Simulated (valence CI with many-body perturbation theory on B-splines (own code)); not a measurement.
# E1 transitions of Pt65+

Level of theory: relativistic CI+MBPT: three valence electrons over a frozen Dirac-Fock core [Ne], a basis of 11 s, 11 p, 10 d, 8 f, 5 g, 2 h functions for each j, with the one-electron correlation potential Σ1, the two-electron term Σ2, the three-electron term Σ3, Breit, model QED; selected CI, second order for the rest, scaled by the run's own slope (own B-spline code, finite nucleus).

The last digits are not significant, and no measured levels were compared; by estimate large intervals hold to a few tenths of a per cent, small ones and those within an open d or f shell to about a per cent.

Lines 101 to 150 of 590 in falling wavelength, among levels below 3737.8 eV, chosen from the strongest by gf and those to the six lowest levels. Wavelengths and rates use the calculated energies. Electric multipoles are in the length gauge, E1 and E2 with the static RPA response of the core. Weak lines are less certain than strong ones. Lines between different terms over intervals too small for the method are left out, as are lines whose strength nearly cancels. The highest levels of a list are the least certain.

Levels are named by their leading jj configuration (3d3/2^4 stands for four electrons in 3d with j = 3/2), which in mixed levels can hold well under half, so a name can repeat and another be missing. Letters in brackets count levels of one name in rising energy.

```csv
λ vac (nm),Upper,Lower,A (s⁻¹),log gf,Branch %
3.760,(3p1/2 3d5/2^2) J=9/2,(3p1/2 3p3/2 3d5/2) J=7/2 [b],2.93e+11,-0.21,55.6
3.758,(3s 3p1/2 3d5/2) J=5/2 [a],(3s 3p1/2 3p3/2) J=5/2,1.10e+10,-1.85,3.1
3.754,(3p3/2 3d3/2 3d5/2) J=3/2 [a],(3p3/2^2 3d3/2) J=3/2 [a],1.20e+11,-0.99,2.1
3.750,(3d3/2 3d5/2^2) J=9/2,(3p3/2 3d3/2 3d5/2) J=7/2 [b],4.72e+10,-1.00,1.6
3.749,(3p3/2 3d3/2 3d5/2) J=5/2 [b],(3p3/2^2 3d3/2) J=3/2 [a],2.20e+11,-0.56,3.9
3.745,(3s 3d3/2 3d5/2) J=1/2,(3s 3p3/2 3d3/2) J=1/2 [b],2.89e+11,-0.91,5.2
3.741,(3d3/2 3d5/2^2) J=7/2 [a],(3p3/2 3d3/2 3d5/2) J=5/2 [b],1.57e+11,-0.58,5.0
3.739,(3p3/2 3d5/2^2) J=5/2 [b],(3p3/2^2 3d5/2) J=3/2,2.35e+11,-0.53,6.2
3.726,(3p3/2 3d3/2 3d5/2) J=3/2 [c],(3p3/2^2 3d3/2) J=3/2 [b],2.13e+11,-0.75,3.6
3.713,(3d3/2 3d5/2^2) J=7/2 [b],(3p3/2 3d3/2 3d5/2) J=9/2 [b],9.98e+10,-0.78,3.4
3.710,(3s 3d3/2 3d5/2) J=5/2 [b],(3s 3p3/2 3d3/2) J=3/2 [b],1.86e+11,-0.64,3.8
3.708,(3p3/2 3d5/2^2) J=5/2 [a],(3p3/2^2 3d5/2) J=7/2,1.34e+11,-0.78,4.1
3.707,(3d5/2^3) J=5/2,(3p3/2 3d5/2^2) J=5/2 [b],4.22e+11,-0.28,34.7
3.707,(3d3/2^2 3d5/2) J=3/2,(3p3/2 3d3/2^2) J=1/2,1.09e+11,-1.05,2.0
3.706,(3s 3d5/2^2) J=9/2,(3s 3p3/2 3d5/2) J=7/2 [a],3.40e+11,-0.15,41.9
3.705,(3s 3p1/2 3d5/2) J=5/2 [b],(3s 3p1/2 3p3/2) J=3/2 [b],2.02e+11,-0.60,62.2
3.700,(3s 3d5/2^2) J=3/2,(3s 3p3/2 3d5/2) J=1/2,2.05e+11,-0.77,17.3
3.697,(3p1/2 3d3/2 3d5/2) J=5/2 [a],(3p1/2 3p3/2 3d3/2) J=3/2 [a],1.64e+11,-0.70,30.6
3.694,(3d3/2^2 3d5/2) J=5/2 [a],(3p3/2 3d3/2^2) J=3/2 [a],1.94e+11,-0.62,3.6
3.686,(3d3/2^2 3d5/2) J=9/2,(3p3/2 3d3/2^2) J=7/2,3.47e+11,-0.15,7.2
3.686,(3p3/2 3d5/2^2) J=7/2 [a],(3p3/2^2 3d5/2) J=7/2,1.09e+11,-0.75,3.6
3.683,(3p1/2^2 3d5/2) J=5/2,(3s 3p1/2 3d3/2) J=3/2 [b],8.53e+10,-0.98,21.3
3.682,(3p3/2 3d5/2^2) J=7/2 [a],(3p3/2^2 3d5/2) J=9/2,8.94e+10,-0.84,2.9
3.678,(3p1/2 3p3/2 3d5/2) J=5/2 [a],(3p1/2 3p3/2^2) J=5/2,1.60e+11,-0.71,7.3
3.670,(3d3/2^2 3d5/2) J=7/2,(3p3/2 3d3/2^2) J=7/2,8.66e+10,-0.85,1.7
3.670,(3d5/2^3) J=5/2,(3p3/2 3d5/2^2) J=7/2 [b],1.78e+11,-0.67,14.6
3.668,(3d3/2 3d5/2^2) J=7/2 [b],(3p3/2 3d3/2 3d5/2) J=5/2 [c],9.78e+10,-0.80,3.3
3.668,(3s 3d5/2^2) J=7/2,(3s 3p3/2 3d5/2) J=7/2 [b],1.82e+11,-0.53,18.2
3.666,(3p3/2 3d3/2 3d5/2) J=5/2 [d],(3p3/2^2 3d3/2) J=3/2 [b],3.83e+11,-0.33,6.7
3.660,(3s 3p3/2 3d5/2) J=1/2,(3s 3p3/2^2) J=1/2,4.44e+11,-0.75,48.7
3.660,(3d3/2 3d5/2^2) J=5/2 [b],(3p3/2 3d3/2 3d5/2) J=5/2 [c],1.53e+11,-0.73,5.0
3.656,(3d3/2^2 3d5/2) J=7/2,(3p3/2 3d3/2^2) J=5/2,2.74e+11,-0.36,5.4
3.653,(3s 3p1/2 3d5/2) J=3/2,(3s 3p1/2 3p3/2) J=3/2 [b],7.89e+10,-1.20,9.7
3.653,(3p1/2 3p3/2 3d5/2) J=1/2,(3p1/2 3p3/2^2) J=1/2,3.66e+11,-0.83,22.5
3.652,(3s 3p3/2 3d5/2) J=5/2 [a],(3s 3p3/2^2) J=5/2,2.72e+11,-0.49,25.5
3.652,(3p1/2 3d5/2^2) J=5/2,(3p1/2 3p3/2 3d5/2) J=7/2 [b],7.80e+10,-1.03,11.7
3.651,(3p3/2 3d5/2^2) J=9/2,(3p3/2^2 3d5/2) J=7/2,2.49e+11,-0.30,7.5
3.649,(3p1/2 3d3/2 3d5/2) J=3/2 [a],(3p1/2 3p3/2 3d3/2) J=1/2 [a],1.07e+11,-1.07,21.6
3.647,(3p3/2 3d5/2^2) J=9/2,(3p3/2^2 3d5/2) J=9/2,3.61e+11,-0.14,11.0
3.647,(3p1/2 3d3/2 3d5/2) J=5/2 [b],(3p1/2 3p3/2 3d3/2) J=3/2 [b],1.84e+11,-0.66,5.0
3.647,(3d5/2^3) J=9/2,(3p3/2 3d5/2^2) J=9/2,4.21e+11,-0.08,44.1
3.645,(3s 3d3/2 3d5/2) J=3/2 [b],(3s 3p3/2 3d3/2) J=3/2 [b],1.90e+11,-0.82,4.0
3.644,(3p1/2 3d3/2 3d5/2) J=9/2,(3p1/2 3p3/2 3d3/2) J=7/2,2.57e+11,-0.29,74.9
3.644,(3p1/2 3d3/2 3d5/2) J=7/2 [a],(3p1/2 3p3/2 3d3/2) J=5/2 [a],1.99e+11,-0.50,56.1
3.644,(3d3/2 3d5/2^2) J=3/2 [b],(3p3/2 3d3/2 3d5/2) J=1/2 [b],2.31e+11,-0.74,7.3
3.639,(3p3/2 3d3/2 3d5/2) J=7/2 [c],(3p3/2^2 3d3/2) J=5/2,5.44e+11,-0.06,9.7
3.634,(3d3/2^2 3d5/2) J=5/2 [b],(3p3/2 3d3/2^2) J=3/2 [b],3.50e+11,-0.38,6.4
3.633,(3d3/2^2 3d5/2) J=1/2,(3p3/2 3d3/2^2) J=1/2,2.81e+11,-0.95,5.0
3.631,(3d5/2^3) J=3/2,(3p3/2 3d5/2^2) J=1/2,2.71e+11,-0.67,23.3
3.630,(3d3/2 3d5/2^2) J=5/2 [b],(3p3/2 3d3/2 3d5/2) J=7/2 [c],1.34e+11,-0.80,4.4
```

(1) How does gf follow from A for the line at 3.745 nm?

Results:

(1) gf = 1.4992 × (2J+1)_upper × A / σ², with σ = 2670439 cm⁻¹ and 2J+1 = 2: gf = 0.122.
